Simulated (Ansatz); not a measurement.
Sn₂F₅⁻, relaxed as a singlet with RKS B3LYP-D4/def2-SVPD in Ansatz, starting from the GFN2-xTB geometry. Force threshold 0.02 eV/Å.

In the def2 sets Sn takes a core potential; there is no spin–orbit coupling. The structure comes from a short search, and lower isomers may exist.

Start:

```
atom   x (Å)   y (Å)   z (Å)
 Sn1   0.138   1.406  -1.342
 Sn2  -0.560  -1.784   1.457
  F3  -0.902   1.004  -3.209
  F4   1.818   2.670  -1.894
  F5   0.508  -2.448   3.240
  F6   0.787  -0.772  -0.268
  F7  -1.788  -0.076   2.016
```

```csv
step,energy (eV),largest force component (eV/Å),SCF passes
1,-25250.3677,1.294,17
2,-25251.0412,0.433,27
3,-25251.3443,0.479,26
4,-25251.5211,0.258,20
5,-25251.6321,0.169,20
6,-25251.6741,0.200,20
7,-25251.6949,0.120,20
8,-25251.7048,0.075,19
9,-25251.7080,0.189,20
10,-25251.7149,0.060,21
11,-25251.7186,0.095,19
12 (rejected),-25251.7178,0.125,19
13,-25251.7211,0.069,21
14,-25251.7214,0.076,21
15,-25251.7223,0.045,22
16,-25251.7233,0.006,21
17,-25251.7236,0.033,20
18,-25251.7236,0.025,22
19,-25251.7237,0.001,14
```

Force components are those of the run's own axes.

End:

```xyz
7

Sn    0.103    1.678   -0.787
Sn   -0.487   -1.648    0.698
F    -0.928    0.321   -1.902
F     1.688    1.801   -2.058
F     0.367   -1.959    2.520
F     0.946   -0.070    0.215
F    -1.689   -0.123    1.313
```

Bonds formed: Sn1–F6 (atoms count from 1).

The force fell under the threshold at step 16, but the optimiser went on. No frequencies were taken in this run, so the end may be a saddle point.

Run time 44 s (4 threads of Intel Xeon 6975P-C on a shared host), peak host memory 0.63 GiB.
